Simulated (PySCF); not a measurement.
## HfO and its ions

PBE0; PySCF, scalar-relativistic core potentials, basis sets Hf def2-TZVPPD with ECP60, O def2-TZVPPD. Neutral (UKS): singlet (closed shell), Re = 1.719 Å, ωe = 1000 cm⁻¹, HOMO -5.79 eV, LUMO -2.34 eV.

HfO⁺ (UKS): doublet (σ ↑), Re = 1.689 Å, ωe = 1054 cm⁻¹. The energies at the minima are -123.16281 hartree for HfO and -122.88280 for HfO⁺.

(1) Work out the adiabatic ionisation energy, without and with harmonic zero-point energies (1 hartree = 27.2114 eV, 1 eV = 8065.5 cm⁻¹), and the change of the bond length.

De is left out where the level can put another filling of the metal’s s and d shells below the measured ground configuration, by anything from nothing to about 1 eV. Spin–orbit coupling is left out, which matters for elements this heavy, above all for dissociation energies. The state is the lowest single determinant that the PBE0 search found; with open d or f shells the true ground state can be another one.

Answers

(1) At PBE0: 0.28001 hartree = 7.619 eV between the minima; the zero-point term (1054.0 − 1000.0)/2 cm⁻¹ = +0.003 eV makes it 7.623 eV. Re changes by -3.0 pm against the neutral. Minus the HOMO energy is 5.79 eV, -1.83 eV from the value between the minima; self-interaction puts the Kohn–Sham level too high, less so with exact exchange. The electron leaves a σ orbital; in so polar a molecule the change of length follows mostly from the change of the ionic charges.
